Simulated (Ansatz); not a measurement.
Computed with Ansatz on PBE0-D4/def2-TZVP structures; ΔE is electronic, products minus reactants. CBS: MP2 limit from def2 TZ/QZ plus the TZ coupled-cluster correction, frozen cores. DFT in def2-TZVPP. One conformer a species, not always the lowest.

`N[SiH]([AlH2])[SiH3]` + `O=C[SiH2][SiH3]` → `N[SiH2][AlH2]` + `O=C[SiH]([SiH3])[SiH3]`  (redistribution)

`N[SiH]([AlH2])[SiH3]`:

Cartesian coordinates in Å:
```
N -0.764 1.854 -0.224
Si -0.591 0.194 0.276
Al -0.968 -1.588 -1.388
Si 1.567 -0.063 1.158
H -1.673 2.163 -0.535
H -0.054 2.238 -0.829
H -1.536 -0.024 1.416
H -0.977 -3.122 -0.956
H -1.177 -1.243 -2.930
H 1.826 0.827 2.323
H 2.584 0.242 0.111
H 1.764 -1.478 1.578
```

`O=C[SiH2][SiH3]`:

Cartesian coordinates in Å:
```
O -2.132 -0.120 1.681
C -1.034 0.352 1.539
Si -0.330 0.858 -0.184
Si 0.989 -0.912 -0.969
H -0.371 0.481 2.429
H 0.518 2.070 -0.003
H -1.464 1.147 -1.098
H 1.620 -0.546 -2.264
H 0.147 -2.122 -1.155
H 2.057 -1.209 0.023
```

`N[SiH2][AlH2]`:

```xyz
9

N    -0.668    1.024    1.146
Si   -0.737    0.066   -0.294
Al    1.491   -0.856   -0.765
H    -0.104    0.710    1.919
H    -1.492    1.499    1.478
H    -1.206    0.950   -1.402
H    -1.743   -1.050   -0.259
H     1.850   -1.461   -2.192
H     2.609   -0.883    0.370
```

`O=C[SiH]([SiH3])[SiH3]`:

Z-matrix (Å, degrees):
```
Si
C 1 1.931
Si 1 2.338 2 108.6
Si 1 2.343 2 106.9 3 -120.7
H 1 1.492 2 108.1 3 122.3
O 2 1.204 1 122.2 3 28.0
H 2 1.116 1 118.3 3 -153.3
H 3 1.488 1 109.1 2 174.7
H 3 1.486 1 110.4 2 54.9
H 3 1.485 1 109.6 2 -66.1
H 4 1.486 1 109.3 2 62.9
H 4 1.488 1 110.5 2 -57.2
H 4 1.487 1 109.8 2 -177.4
```

```csv
species,PBE energy (Eh)
`N[SiH]([AlH2])[SiH3]`,-880.50340
`O=C[SiH2][SiH3]`,-695.51480
`N[SiH2][AlH2]`,-589.95198
`O=C[SiH]([SiH3])[SiH3]`,-986.06941
```

Task: Work out ΔE.

Result: ΔE = (-589.95198) + (-986.06941) − (-880.50340) − (-695.51480) = -0.00319 Eh = -8.4 kJ/mol. CCSD(T)/CBS gives -12.5 kJ/mol.

Largest T1 diagnostic among the species: 0.016.
